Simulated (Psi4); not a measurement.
Pd, singlet (all electrons, no relativity); PBE0/3-21G run with Psi4.

The Psi4 input:
```
memory 2 GB

molecule {
0 1
  Pd    0.00000000    0.00000000    0.00000000
}

set basis 3-21g
set scf_type pk

energy('pbe0')
print_variables()
```

**Question.** Predict the main parts of the log of this Psi4 run.

**Answer.** 
```
   => Loading Basis Set <=

    Name: 3-21G
    Role: ORBITAL
    Keyword: BASIS

         ---------------------------------------------------------
                                   SCF
               by Justin Turney, Rob Parrish, Andy Simmonett
                          and Daniel G. A. Smith
                              RKS Reference
         ---------------------------------------------------------

  ==> Geometry <==

    Molecular point group: d2h
    Geometry (in Angstrom), charge = 0, multiplicity = 1:

       Center              X                  Y                   Z               Mass
    ------------   -----------------  -----------------  -----------------  -----------------
         PD           0.000000000000     0.000000000000     0.000000000000   105.903480400000

  Running in d2h symmetry.

  Rotational constants: A = ************  B = ************  C = ************ [cm^-1]
  Rotational constants: A = ************  B = ************  C = ************ [MHz]
  Nuclear repulsion =    0.000000000000000

  Charge       = 0
  Multiplicity = 1
  Electrons    = 46
  Nalpha       = 23
  Nbeta        = 23

  ==> Algorithm <==

  SCF Algorithm Type is PK.
  DIIS enabled.
  MOM disabled.
  Fractional occupation disabled.
  Guess Type is CORE.
  Energy threshold   = 1.00e-06
  Density threshold  = 1.00e-06
  Integral threshold = 1.00e-12

  ==> Primary Basis <==

  Basis Set: 3-21G
    Blend: 3-21G
    Number of shells: 14
    Number of basis functions: 39
    Number of Cartesian functions: 39
    Spherical Harmonics?: false
    Max angular momentum: 2

  ==> DFT Potential <==

   => LibXC <=

    Version 7.1.2
    S. Lehtola, C. Steigemann, M. J. T. Oliveira, and M. A. L. Marques,  SoftwareX 7, 1–5 (2018) (10.1016/j.softx.2017.11.002)

   => Composite Functional: PBE0 <=

    PBE0 Hyb-GGA Exchange-Correlation Functional

    C. Adamo and V. Barone,  J. Chem. Phys. 110, 6158 (1999) (10.1063/1.478522)
    M. Ernzerhof and G. E. Scuseria,  J. Chem. Phys. 110, 5029 (1999) (10.1063/1.478401)

    Deriv               =              1
    GGA                 =           TRUE
    Meta                =          FALSE

    Exchange Hybrid     =           TRUE
    MP2 Hybrid          =          FALSE

   => Exchange Functionals <=

    0.7500   Perdew, Burke & Ernzerhof

   => Exact (HF) Exchange <=

    0.2500               HF

   => Correlation Functionals <=

    1.0000   Perdew, Burke & Ernzerhof

   => LibXC Density Thresholds  <==

[...]
   @RKS iter  87: -4917.10851837584232    7.67052e-07   1.43897e-05 DIIS
   @RKS iter  88: -4917.10851783767794    5.38164e-07   1.10052e-05 DIIS
   @RKS iter  89: -4917.10851737873963    4.58938e-07   1.08315e-05 DIIS
   @RKS iter  90: -4917.10851649521101    8.83529e-07   1.43910e-05 DIIS
   @RKS iter  91: -4917.10851691524385   -4.20033e-07   1.61457e-05 DIIS
   @RKS iter  92: -4917.10851748748792   -5.72244e-07   1.18200e-05 DIIS
   @RKS iter  93: -4917.10851789359458   -4.06107e-07   1.13555e-05 DIIS
   @RKS iter  94: -4917.10851838528833   -4.91694e-07   1.31234e-05 DIIS
   @RKS iter  95: -4917.10851809800897    2.87279e-07   1.09518e-05 DIIS
   @RKS iter  96: -4917.10851807387644    2.41325e-08   1.13634e-05 DIIS
   @RKS iter  97: -4917.10851766815540    4.05721e-07   9.19364e-06 DIIS
   @RKS iter  98: -4917.10851796613042   -2.97975e-07   9.84227e-06 DIIS
   @RKS iter  99: -4917.10851821080450   -2.44674e-07   1.15548e-05 DIIS
   @RKS iter 100: -4917.10851804936738    1.61437e-07   1.03935e-05 DIIS

PsiException: Could not converge SCF iterations in 100 iterations.

  Failed to converge.

Traceback (most recent call last):
  File "psi4", line 375, in <module>
  File "<string>", line 22, in <module>
  File "site-packages/psi4/driver/driver.py", line 533, in energy
  File "site-packages/psi4/driver/procrouting/proc.py", line 2760, in run_scf
  File "site-packages/psi4/driver/procrouting/proc.py", line 2047, in scf_helper
  File "site-packages/psi4/driver/procrouting/scf_proc/scf_iterator.py", line 93, in scf_compute_energy
  File "site-packages/psi4/driver/procrouting/scf_proc/scf_iterator.py", line 86, in scf_compute_energy
  File "site-packages/psi4/driver/procrouting/scf_proc/scf_iterator.py", line 609, in scf_iterate

psi4.driver.p4util.exceptions.SCFConvergenceError: Could not converge SCF iterations in 100 iterations.

Printing out the relevant lines from the Psithon --> Python processed input file:
      Pd    0.00000000    0.00000000    0.00000000
    """)
    core.IO.set_default_namespace("")
    core.set_global_option("BASIS", "3-21g")
    core.set_global_option("SCF_TYPE", "pk")
--> energy('pbe0')
    print_variables()

!-------------------------------------------------------!
!                                                       !
!  Could not converge SCF iterations in 100 iterations. !
!                                                       !
!-------------------------------------------------------!
```

Convergence was not reached.
